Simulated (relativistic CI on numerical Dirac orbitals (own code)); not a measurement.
Calculated levels, In XXIII

Computed by Dirac-Coulomb-Breit CI, KLI orbitals optimised for each configuration, model QED (radiative potential, 1s self-energy scaled to tabulated hydrogen-like ionisation energies), unscaled Slater integrals (own radial code, finite nucleus).

CI space (outside the closed core [Ne]): 3s2 3p6 3d9, 3s2 3p5 3d10, 3s 3p6 3d10, 3s2 3p6 3d8 4s, 3s2 3p6 3d8 4p, 3s2 3p6 3d8 4d, 3s2 3p6 3d8 4f, 3s2 3p4 3d10 4s, 3s2 3p5 3d9 4s, 3s2 3p6 3d7 4s2, 3s2 3p4 3d10 4p, 3s2 3p6 3d7 4s 4p, 3s2 3p5 3d9 4p, 3s2 3p6 3d8 5s, 3s2 3p6 3d7 4p2, 3s2 3p4 3d10 4d, 3s2 3p6 3d8 5p, 3s 3p5 3d10 4s, 3s2 3p6 3d7 4s 4d, 3s2 3p5 3d9 4d, 3s2 3p6 3d8 5d, 3s 3p5 3d10 4p, 3s 3p6 3d9 4s, 3s2 3p6 3d7 4p 4d, 3s2 3p6 3d8 5f, 3s2 3p5 3d8 4s2, 3s2 3p6 3d8 5g, 3s 3p6 3d9 4p, 3s 3p5 3d10 4d, 3s2 3p6 3d7 4d2, 3s2 3p5 3d9 4f, 3p6 3d10 4s, 3s2 3p5 3d8 4s 4p, 3s2 3p6 3d8 6s, 3s2 3p6 3d8 6p, 3p6 3d10 4p. Levels of other configurations are missing.

The lowest level is 3s2 3p6 3d9 2D_5/2, with 100 % of that term; Hund's rules for 3s2 3p6 3d9 give 2D with J = 5/2, in agreement.

| No. | Configuration | Term | J | E (eV) | % | jj configuration (%) |
| --- | --- | --- | --- | --- | --- | --- |
| 1 | 3s2 3p6 3d9 | 2D | 5/2 | 0.000 | 100 | 3d5/2^5 (100) |
| 2 | 3s2 3p6 3d9 | 2D | 3/2 | 8.015 | 100 | 3d3/2^3 3d5/2^6 (100) |
| 3 | 3s2 3p5 3d10 | 2P° | 3/2 | 218.334 | 100 | 3p3/2^3 (100) |
| 4 | 3s2 3p5 3d10 | 2P° | 1/2 | 258.276 | 100 | 3p1/2 3p3/2^4 (100) |
| 5 | 3s 3p6 3d10 | 2S | 1/2 | 379.621 | 100 | 3s (100) |
| 6 | 3d8(3F) 4s | 4F | 9/2 | 435.665 | 96 | 3d5/2^4 4s (93) |
| 7 | 3d8(3F) 4s | 2F | 7/2 | 437.289 | 57 | 3d5/2^4 4s (91) |
| 8 | 3d8(1D) 4s | 2D | 5/2 | 441.158 | 46 | 3d5/2^4 4s (91) |
| 9 | 3d8(1D) 4s | 2D | 3/2 | 441.437 | 50 | 3d5/2^4 4s (86) |
| 10 | 3d8(3F) 4s | 4F | 7/2 | 443.737 | 60 | 3d3/2^3 3d5/2^5 4s (97) |
| 11 | 3d8(3F) 4s | 4F | 5/2 | 443.956 | 59 | 3d3/2^3 3d5/2^5 4s (94) |
| 12 | 3d8(3P) 4s | 4P | 5/2 | 448.306 | 49 | 3d3/2^3 3d5/2^5 4s (88) |
| 13 | 3d8(3F) 4s | 4F | 3/2 | 448.454 | 43 | 3d3/2^3 3d5/2^5 4s (70) |
| 14 | 3d8(3P) 4s | 4P | 1/2 | 448.947 | 78 | 3d5/2^4 4s (73) |
| 15 | 3d8(3P) 4s | 4P | 3/2 | 451.189 | 66 | 3d3/2^3 3d5/2^5 4s (93) |
| 16 | 3d8(3P) 4s | 2P | 1/2 | 452.676 | 86 | 3d3/2^3 3d5/2^5 4s (90) |
| 17 | 3d8(1G) 4s | 2G | 9/2 | 453.178 | 96 | 3d3/2^3 3d5/2^5 4s (93) |
| 18 | 3d8(1G) 4s | 2G | 7/2 | 453.272 | 95 | 3d3/2^3 3d5/2^5 4s (94) |
| 19 | 3d8(1D) 4s | 2D | 5/2 | 455.360 | 48 | 3d3/2^2 3d5/2^6 4s (88) |
| 20 | 3d8(1D) 4s | 2D | 3/2 | 455.478 | 47 | 3d3/2^2 3d5/2^6 4s (74) |
| 21 | 3d8(1S) 4s | 2S | 1/2 | 470.235 | 81 | 3d3/2^2 3d5/2^6 4s (81) |
| 22 | 3d8(3F) 4p | 4D° | 7/2 | 478.960 | 63 | 3d5/2^4 4p1/2 (91) |
| 23 | 3d8(3F) 4p | 2G° | 9/2 | 480.213 | 40 | 3d5/2^4 4p1/2 (93) |
| 24 | 3d8(1D) 4p | 2D° | 3/2 | 484.230 | 41 | 3d5/2^4 4p1/2 (93) |
| 25 | 3d8(1D) 4p | 2F° | 5/2 | 484.425 | 38 | 3d5/2^4 4p1/2 (87) |
| 26 | 3d8(3F) 4p | 4D° | 5/2 | 486.912 | 42 | 3d3/2^3 3d5/2^5 4p1/2 (91) |
| 27 | 3d8(3F) 4p | 4G° | 7/2 | 487.120 | 61 | 3d3/2^3 3d5/2^5 4p1/2 (96) |
| 28 | 3d8(3F) 4p | 4G° | 11/2 | 490.590 | 96 | 3d5/2^4 4p3/2 (93) |
| 29 | 3d8(3P) 4p | 4D° | 3/2 | 491.003 | 43 | 3d3/2^3 3d5/2^5 4p1/2 (78) |
| 30 | 3d8(3P) 4p | 2P° | 1/2 | 491.037 | 43 | 3d5/2^4 4p1/2 (63) |
| 31 | 3d8(3F) 4p | 4G° | 5/2 | 491.666 | 33 | 3d3/2^3 3d5/2^5 4p1/2 (68) |
| 32 | 3d8(3F) 4p | 4F° | 9/2 | 492.048 | 68 | 3d5/2^4 4p3/2 (93) |
| 33 | 3d8(3F) 4p | 2F° | 7/2 | 492.335 | 58 | 3d5/2^4 4p3/2 (78) |
| 34 | 3d8(3P) 4p | 4P° | 1/2 | 493.285 | 65 | 3d3/2^3 3d5/2^5 4p1/2 (91) |
| 35 | 3d8(3F) 4p | 2D° | 5/2 | 493.768 | 63 | 3d5/2^4 4p3/2 (73) |
| 36 | 3d8(3P) 4p | 4D° | 3/2 | 494.122 | 39 | 3d3/2^3 3d5/2^5 4p1/2 (56) |
| 37 | 3d8(1G) 4p | 2F° | 7/2 | 496.350 | 67 | 3d3/2^3 3d5/2^5 4p1/2 (46) |
| 38 | 3d8(1G) 4p | 2H° | 9/2 | 496.421 | 80 | 3d3/2^3 3d5/2^5 4p1/2 (91) |
| 39 | 3d8(1D) 4p | 2D° | 5/2 | 496.513 | 42 | 3d5/2^4 4p3/2 (81) |
| 40 | 3d8(1G) 4p | 2F° | 7/2 | 497.720 | 55 | 3d5/2^4 4p3/2 (49) |
| 41 | 3d8(1D) 4p | 2D° | 5/2 | 497.730 | 29 | 3d3/2^3 3d5/2^5 4p3/2 (41) |
| 42 | 3d8(3F) 4p | 4D° | 3/2 | 498.072 | 39 | 3d3/2^3 3d5/2^5 4p1/2 (39) |
| 43 | 3d8(3F) 4p | 4G° | 9/2 | 498.499 | 64 | 3d3/2^3 3d5/2^5 4p3/2 (99) |
| 44 | 3d8(3F) 4p | 4D° | 1/2 | 498.656 | 43 | 3d5/2^4 4p3/2 (66) |
| 45 | 3d8(3F) 4p | 4F° | 7/2 | 499.509 | 48 | 3d3/2^3 3d5/2^5 4p3/2 (93) |
| 46 | 3d8(1D) 4p | 2P° | 3/2 | 499.549 | 46 | 3d3/2^2 3d5/2^6 4p1/2 (41) |
| 47 | 3d8(3F) 4p | 2F° | 5/2 | 499.697 | 38 | 3d3/2^3 3d5/2^5 4p3/2 (57) |
| 48 | 3d8(3F) 4p | 2D° | 3/2 | 501.860 | 76 | 3d3/2^3 3d5/2^5 4p3/2 (54) |
| 49 | 3d8(3F) 4p | 2F° | 5/2 | 503.161 | 31 | 3d3/2^3 3d5/2^5 4p3/2 (85) |
| 50 | 3d8(3F) 4p | 4D° | 1/2 | 503.172 | 48 | 3d3/2^3 3d5/2^5 4p3/2 (52) |
| 51 | 3d8(3P) 4p | 4D° | 7/2 | 503.758 | 53 | 3d3/2^3 3d5/2^5 4p3/2 (76) |
| 52 | 3d8(3P) 4p | 2D° | 3/2 | 504.799 | 35 | 3d3/2^3 3d5/2^5 4p3/2 (65) |
| 53 | 3s2 3p6 3d8 4p | 2P° | 3/2 | 505.359 | 26 | 3d5/2^4 4p3/2 (73) |
| 54 | 3d8(1G) 4p | 2F° | 5/2 | 506.665 | 67 | 3d3/2^3 3d5/2^5 4p3/2 (79) |
| 55 | 3d8(1G) 4p | 2H° | 11/2 | 507.049 | 96 | 3d3/2^3 3d5/2^5 4p3/2 (93) |
| 56 | 3d8(3P) 4p | 4D° | 5/2 | 507.403 | 53 | 3d3/2^3 3d5/2^5 4p3/2 (97) |
| 57 | 3d8(3P) 4p | 2S° | 1/2 | 507.501 | 50 | 3d3/2^3 3d5/2^5 4p3/2 (88) |
| 58 | 3d8(3P) 4p | 2D° | 3/2 | 508.688 | 46 | 3d3/2^3 3d5/2^5 4p3/2 (85) |
| 59 | 3d8(1G) 4p | 2G° | 7/2 | 509.725 | 70 | 3d3/2^3 3d5/2^5 4p3/2 (72) |
| 60 | 3d8(1D) 4p | 2P° | 3/2 | 509.998 | 38 | 3d3/2^2 3d5/2^6 4p3/2 (68) |
| 61 | 3d8(3F) 4p | 2F° | 5/2 | 510.740 | 42 | 3d3/2^2 3d5/2^6 4p3/2 (74) |
| 62 | 3d8(1G) 4p | 2G° | 9/2 | 510.865 | 83 | 3d3/2^3 3d5/2^5 4p3/2 (91) |
| 63 | 3d8(1D) 4p | 2F° | 7/2 | 511.161 | 49 | 3d3/2^2 3d5/2^6 4p3/2 (68) |
| 64 | 3d8(3P) 4p | 2P° | 1/2 | 511.756 | 85 | 3d3/2^2 3d5/2^6 4p3/2 (43) |
| 65 | 3d8(1S) 4p | 2P° | 1/2 | 515.855 | 75 | 3d3/2^2 3d5/2^6 4p1/2 (60) |
| 66 | 3d8(1S) 4p | 2P° | 3/2 | 525.927 | 81 | 3d3/2^2 3d5/2^6 4p3/2 (80) |
| 67 | 3d8(3F) 4d | 4D | 5/2 | 559.679 | 44 | 3d5/2^4 4d3/2 (91) |
| 68 | 3d8(3F) 4d | 4D | 7/2 | 559.949 | 75 | 3d5/2^4 4d3/2 (66) |
| 69 | 3d8(3F) 4d | 2H | 11/2 | 561.549 | 43 | 3d5/2^4 4d3/2 (93) |
| 70 | 3d8(3F) 4d | 4G | 9/2 | 562.214 | 40 | 3d5/2^4 4d3/2 (87) |

Energies count from the lowest computed level; ° marks odd parity. Percentages are summed over parent terms; the parents shown are those of the largest component, closed shells are left out there. Filled j subshells are mostly left out of the jj labels.

The mean weight of the leading LS term, summed over parents, in these 70 levels is 60 %, and that of the leading jj configuration (from the same eigenvectors) 80 %, so jj coupling describes them better and the LS labels are nominal.

At this charge energies of transitions that change n are usually good to better than 1 %, and those within a shell (Δn = 0) to a few per cent.

LS names give the leading component of a level, which can be under half, so a name can repeat, a term be missing and a line seem to break the LS rules.
